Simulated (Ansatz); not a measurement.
`O[B](O)[SbH2]`. Charge 0, multiplicity 1. Sb: def2 effective core potential. All single points use the PBE0-D4/def2-TZVP geometry. It is one conformer, not always the lowest.

```xyz
8

O    -0.406   -1.179    0.938
B     0.035   -0.007    0.408
O    -0.167    1.221    0.956
Sb    1.315   -0.119   -1.452
H    -0.904   -1.107    1.759
H    -0.671    1.236    1.777
H     0.278   -1.246   -2.203
H     0.521    1.201   -2.183
```

(1) What is the dipole moment at r2SCAN/def2-TZVPP? (Estimate.)

(2) And with PBE, B3LYP, ωB97M-V? (An estimate is asked.)

(3) Give the Mulliken charges with r2SCAN, PBE, B3LYP in def2-TZVPP. (Best estimate.)

Answers

(1) Ansatz gave: 3.47 D, with components (-1.67, 0.14, 3.04) D in this frame, pointing from negative to positive charge.

(2) The calculation gave: PBE 3.36 D, B3LYP 3.39 D, ωB97M-V 3.51 D.

(3) Ansatz gave: 
```csv
atom,r2SCAN,PBE,B3LYP
O1,-0.30,-0.23,-0.27
B2,0.20,0.11,0.18
O3,-0.30,-0.23,-0.27
Sb4,0.24,0.20,0.24
H5,0.18,0.16,0.16
H6,0.18,0.16,0.16
H7,-0.10,-0.09,-0.11
H8,-0.10,-0.09,-0.11
```

B3LYP here is the variant with VWN-RPA as its local correlation; programs differ in this.
